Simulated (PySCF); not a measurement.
Computed IR spectrum (relative IR intensity) of a molecule C₂H₇NOSi₂. Geometry optimised at PBE0-D3(BJ)/def2-SVP. Other conformers were not sampled. All values below come from PBE0-D3(BJ)/def2-SVP (PySCF). Frequencies are harmonic and unscaled.

Lines under 2 % of the strongest are left out, and lines within 2 cm⁻¹ are merged.

| ν (cm⁻¹) | relative intensity |
|---|---|
| 505 | 8.8 |
| 528 | 12 |
| 629 | 10 |
| 673 | 9.8 |
| 692 | 2.9 |
| 719 | 2.4 |
| 774 | 25 |
| 793 | 25 |
| 823 | 11 |
| 898 | 100 |
| 926 | 6.7 |
| 937 | 13 |
| 942 | 11 |
| 978 | 40 |
| 1014 | 3.6 |
| 1170 | 2.8 |
| 1177 | 41 |
| 1241 | 20 |
| 1718 | 27 |
| 2243 | 24 |
| 2248 | 26 |
| 2257 | 32 |
| 2261 | 42 |
| 2275 | 23 |
| 3075 | 2.7 |

Problem. Pick the molecule that these values belong to.
(A) C[Si@H]1N=CO[SiH2]1
(B) C=C1O[SiH2][Si@@H]1N
(C) N[Si@H](O)C#C[SiH3]
(D) [SiH3]C1=NC[SiH2]O1

Solution. D, [SiH3]C1=NC[SiH2]O1
